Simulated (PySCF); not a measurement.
## Electronic absorption of C9H10O

Compound: C₉H₁₀O.
InChI=1S/C9H10O/c1-10-9-4-2-3-7-5-6-8(7)9/h2-4H,5-6H2,1H3

Computed, not measured: PySCF, TDDFT CAM-B3LYP/def2-SVPD, vertical, gas phase, core orbitals frozen in the response. Isolated species at its PBE0-D3(BJ)/def2-SVP geometry (one conformer only). Torsions of this conformer, `[CH3:1][O:2][c:3]1[cH:4][cH:5][cH:6][c:7]2[c:8]1[CH2:9][CH2:10]2`: C1–O2–C3–C4 0°.

| state | λ (nm) | E (eV) | f | \|μ\| (D) | symmetry | main configurations (H = HOMO, L = LUMO) |
| --- | --- | --- | --- | --- | --- | --- |
| S1 | 236.2 | 5.25 | 0.0057 | 0.54 | A′ | H→L+1 (34%), H→L (30%), H-1→L (21%) |
| S2 | 212.3 | 5.84 | 0.071 | 1.79 | A′ | H→L (42%), H→L+1 (27%), H-1→L (16%) |
| S3 | 195.9 | 6.33 | 0.0018 | 0.28 | – | H→L+2 (74%), H→L+3 (12%) |
| S4 | 187.0 | 6.63 | 0.0019 | 0.27 | – | H→L+3 (51%), H→L+4 (25%), H→L+2 (9%) |
| S5 | 185.7 | 6.68 | 0.538 | 4.61 | A′ | H-1→L (58%), H→L+1 (37%) |
| S6 | 184.7 | 6.71 | 0.637 | 5.00 | A′ | H-1→L+1 (70%), H→L (26%) |
| S7 | 180.7 | 6.86 | 0.024 | 0.96 | A″ | H-1→L+2 (37%), H→L+4 (36%) |
| S8 | 178.8 | 6.93 | 0.0036 | 0.37 | A″ | H→L+4 (31%), H→L+3 (22%), H-1→L+2 (17%) |
| S9 | 174.2 | 7.12 | 0.0010 | 0.19 | – | H-1→L+3 (64%), H-1→L+4 (17%) |
| S10 | 167.3 | 7.41 | 0.0033 | 0.34 | A″ | H→L+5 (69%), H-1→L+4 (12%) |

Triplets, Tamm–Dancoff:

```csv
state,E (eV),λ (nm),"main configurations (H = HOMO, L = LUMO)"
T1,3.98,311.2,"H→L (45%), H→L+1 (18%), H-1→L+1 (15%)"
T2,4.55,272.3,"H→L+1 (62%), H→L (28%)"
T3,4.66,266.3,"H-1→L (38%), H-1→L+1 (29%), H→L (21%)"
T4,5.12,242.4,"H-1→L+1 (49%), H-1→L (42%)"
```

The lowest singlet comes at 236 nm (506 kJ/mol) in the ultraviolet; it is weak; its leading configuration is HOMO→LUMO+1 (34%). The strongest level in the table is S6 at 6.71 eV (185 nm, f = 0.637). Löwdin shares by element: HOMO carbon 47% or more, oxygen 19% (atoms not listed hold the other 34%); LUMO carbon 63% or more (atoms not listed hold the other 37%). Of the 10 states listed, 4 reach f = 0.01 and none stays under 0.0005. Weighted by f, the mean energy of these states is 6.65 eV. Orbital energies (eV): HOMO-3 -10.52, HOMO-2 -10.37, HOMO-1 -8.04, HOMO -7.53, LUMO 1.11, LUMO+1 1.21, LUMO+2 1.38. The vertical ionisation energy (ΔSCF) is 8.13 eV, 0.72 eV above S10. Symmetry labels in Cs follow from the direction of the transition dipole and are given only for states with f of 0.002 or more. Singlets were solved by full linear response, triplets in the Tamm–Dancoff approximation.

Hardware: one thread, Intel Xeon Platinum 8559C (x86_64), shared host with 48 logical CPUs at a one-minute load of 41. Cost: 5.7 min of wall time, 1.4 GiB resident at most.
